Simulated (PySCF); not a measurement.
# NMR parameters of Si(vinyl)3(NHiPr)

Si(vinyl)3(NHiPr), C9H17NSi, point group C1.

Geometry:
```
atom   x (Å)   y (Å)   z (Å)
 Si1  -0.250   0.552   0.232
  C2  -0.283   0.397   2.107
  C3  -1.043   1.122   2.937
  H4   0.360  -0.374   2.557
  H5  -1.709   1.908   2.564
  H6  -1.037   0.967   4.022
  C7   1.553   0.695  -0.266
  C8   2.054   1.698  -0.997
  H9   2.259  -0.062   0.104
 H10   1.415   2.498  -1.386
 H11   3.121   1.767  -1.237
 C12  -1.220   2.067  -0.297
 C13  -1.015   3.304   0.172
 H14  -1.989   1.929  -1.070
 H15  -0.257   3.511   0.937
 H16  -1.586   4.168  -0.185
 N17  -1.006  -0.803  -0.565
 C18  -0.437  -2.111  -0.876
 C19   0.270  -2.761   0.313
 C20   0.473  -2.043  -2.098
 H21  -2.006  -0.850  -0.402
 H22  -1.287  -2.764  -1.142
 H23   1.156  -2.177   0.611
 H24   0.615  -3.778   0.069
 H25  -0.401  -2.822   1.183
 H26   1.349  -1.406  -1.903
 H27   0.836  -3.044  -2.379
 H28  -0.068  -1.610  -2.952
```

GIAO calculations in PySCF on the PBE0-D3(BJ)/def2-SVP structure: isolated species, non-relativistic, equivalent atoms averaged; basis pcSseg-1.

(1) Give the isotropic shieldings (ppm) with B3LYP, PBE0.

(2) And the chemical shifts, against references computed in the same way?

(3) Which part of the shielding of Si1 depends on the functional?

Results:

(1) 
| atoms | environment | B3LYP | PBE0 |
| --- | --- | --- | --- |
| Si1 | silicon bonded to 3 C, N | 361.1 | 373.3 |
| N17 | nitrogen bonded to C, Si, H | 199.5 | 206.0 |
| C2/C7/C12 | carbon bonded to C, Si, H | 33.3 | 39.4 |
| C3/C8/C13 | carbon bonded to C, 2 H | 36.9 | 40.9 |
| C18 | carbon bonded to 2 C, N, H | 129.9 | 137.1 |
| C19/C20 | carbon bonded to C, 3 H | 149.5 | 155.3 |
| H4/H9/H14 | hydrogen on a carbon bonded to C, Si | 25.14 | 24.90 |
| H5/H6/H10/H11/H15/H16 | hydrogen on a carbon bonded to C | 25.28 | 25.03 |
| H22 | hydrogen on a carbon bonded to 2 C, N | 28.46 | 28.34 |
| H23/H24/H25/H26/H27/H28 | hydrogen on a carbon bonded to C | 30.12 | 30.02 |
| H21 | hydrogen on a nitrogen bonded to C, Si | 30.62 | 30.48 |
| HOMO–LUMO gap (eV) | – | 5.49 | 5.91 |

(2) 
```
                  atoms  nucleus, reference  B3LYP   PBE0
                    Si1      $^{29}$Si, TMS  -23.2  -21.3
                    N17       $^{15}$N, NH3   64.0   59.7
              C2/C7/C12       $^{13}$C, TMS  146.0  145.0
              C3/C8/C13       $^{13}$C, TMS  142.3  143.5
                    C18       $^{13}$C, TMS   49.3   47.3
                C19/C20       $^{13}$C, TMS   29.8   29.1
              H4/H9/H14        $^{1}$H, TMS   6.24   6.37
  H5/H6/H10/H11/H15/H16        $^{1}$H, TMS   6.10   6.24
                    H22        $^{1}$H, TMS   2.92   2.92
H23/H24/H25/H26/H27/H28        $^{1}$H, TMS   1.26   1.24
                    H21        $^{1}$H, TMS   0.76   0.78
```

(3) Diamagnetic: B3LYP 886, PBE0 886 ppm; paramagnetic: B3LYP -525, PBE0 -513 ppm. The diamagnetic part, set mainly by inner electrons, hardly moves; the paramagnetic part goes with low-lying magnetically allowed excitations and carries the spread.

Experimental scales use liquid or dissolved standards, which lie at an offset from isolated NH3 (liquid NH3: subtract about 20 ppm).
